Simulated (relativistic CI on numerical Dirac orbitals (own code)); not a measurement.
## Line list: Forbidden lines, I XXXVIII

Calculated at this level of theory: Dirac-Coulomb-Breit CI, separate exchange-only KLI orbitals for each configuration, a model potential for QED, unscaled Slater integrals (own radial code, finite nucleus).

CI space (outside the closed core [Ne]): 3s2 3p4, 3s 3p5, 3s2 3p3 3d, 3p6, 3s 3p4 3d, 3p5 3d, 3s 3p3 3d2, 3s2 3p2 3d 4p, 3p5 4s, 3s 3p3 3d 4s, 3p5 4p, 3s2 3p3 4s, 3s2 3p2 3d2, 3s2 3p 3d3, 3s 3p2 3d3, 3s2 3p 3d2 4s, 3p4 3d2, 3p3 3d3, 3p3 3d2 4s, 3s2 3p2 3d 4s, 3s 3p2 3d2 4s, 3s2 3p 3d 4s2. Double excitations out of closed p, d and f shells are left out; levels of such configurations are missing from the list, as are those of other unlisted configurations, and high levels can miss mixing partners.

```csv
λ vac (Å),Lower,Upper,Type,A (s⁻¹),gf,Branching (%)
132.06,3s2 3p3 3d 3F°_3 [19],3s2 3p3 3d 3F°_4 [41],M1,1.43e+05,3.37e-06,2.4
142.78,3s2 3p3 3d 3G°_4 [20],3s2 3p3 3d 3F°_4 [41],M1,1.40e+05,3.84e-06,2.4
149.16,3s2 3p3 3d 3D°_3 [21],3s2 3p3 3d 3F°_4 [41],M1,7.18e+05,2.16e-05,12.2
153.02,3s2 3p4 3P_1 [3],3s2 3p4 3P_0 [5],M1,8.70e+06,3.05e-05,99.4
153.04,3s2 3p3 3d 5D°_4 [22],3s2 3p3 3d 3F°_4 [41],M1,2.96e+06,9.36e-05,50.4
161.39,3s2 3p3 3d 3F°_3 [9],3s2 3p3 3d 5D°_4 [22],M1,1.61e+05,5.67e-06,6.5
163.12,3s2 3p4 3P_2 [1],3s2 3p4 1D_2 [4],M1,1.84e+06,3.66e-05,98.9
168.69,3s2 3p3 3d 3F°_4 [26],3s2 3p3 3d 3F°_4 [41],M1,2.97e+05,1.14e-05,5.1
170.12,3s2 3p3 3d 3F°_4 [11],3s2 3p3 3d 3G°_5 [27],M1,5.10e+05,2.43e-05,93.1
174.63,3s2 3p3 3d 3F°_3 [9],3s2 3p3 3d 3G°_4 [20],M1,3.72e+05,1.53e-05,71.5
175.09,3s2 3p3 3d 3G°_5 [27],3s2 3p3 3d 3F°_4 [41],M1,7.58e+05,3.13e-05,12.9
176.62,3s2 3p3 3d 3F°_4 [11],3s2 3p3 3d 3F°_4 [26],M1,2.14e+05,9.00e-06,44.5
179.60,3s2 3p4 3P_2 [1],3s2 3p4 3P_1 [3],M1,2.79e+06,4.04e-05,79.7
197.81,3s2 3p3 3d 3F°_4 [11],3s2 3p3 3d 5D°_4 [22],M1,1.84e+06,9.71e-05,73.6
218.06,3s2 3p3 3d 3F°_4 [11],3s2 3p3 3d 3G°_4 [20],M1,8.28e+04,5.31e-06,15.9
219.23,3s2 3p4 1S_0 [2],3s2 3p4 3P_1 [3],M1,7.01e+05,1.52e-05,20.1
227.22,3s2 3p3 3d 3F°_3 [33],3s2 3p3 3d 3F°_4 [41],M1,2.97e+05,2.07e-05,5.1
228.81,3s2 3p3 3d 3D°_3 [12],3s2 3p3 3d 3F°_4 [26],M1,2.17e+05,1.53e-05,45.1
260.27,3s2 3p3 3d 1F°_3 [36],3s2 3p3 3d 3F°_4 [41],M1,3.90e+05,3.56e-05,6.6
265.67,3s2 3p3 3d 3D°_3 [12],3s2 3p3 3d 5D°_4 [22],M1,4.93e+05,4.69e-05,19.7
```

Terms are leading LS components. Brackets give the number of a level in order of energy, since labels repeat. The list gives strong lines, with weight on those to low levels, among the lowest 200 of 2790 levels, so that lines to higher ones, which can be the strongest, are missing. Levels whose partners in the same complex of configurations lie outside the list can be far off, and so can their lines. Rates are taken at the computed energies, electric ones in the length gauge.

At this charge energies of transitions that change n are usually good to better than 1 %, and those within a shell (Δn = 0) to a few per cent.

LS names give the leading component of a level, which can be under half, so a name can repeat, a term be missing and a line seem to break the LS rules.
